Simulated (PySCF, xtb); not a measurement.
BaO, SMILES [O]=[Ba].

GFN2-xTB in xtb at its own geometry gives an orbital gap of 0.88 eV and a dipole moment of 7.24 D.

Geometry optimised at r2SCAN-D4/def2-TZVPD. The def2 effective core potentials stand for the cores of Ba; spin–orbit coupling is left out.

Problem. What does r2SCAN/def2-TZVPD in PySCF give? (Estimate from the structure and the level; the computed values follow.)

Solution. gap 2.41 eV (levels -3.63 and -1.22 eV), dipole 7.65 D.
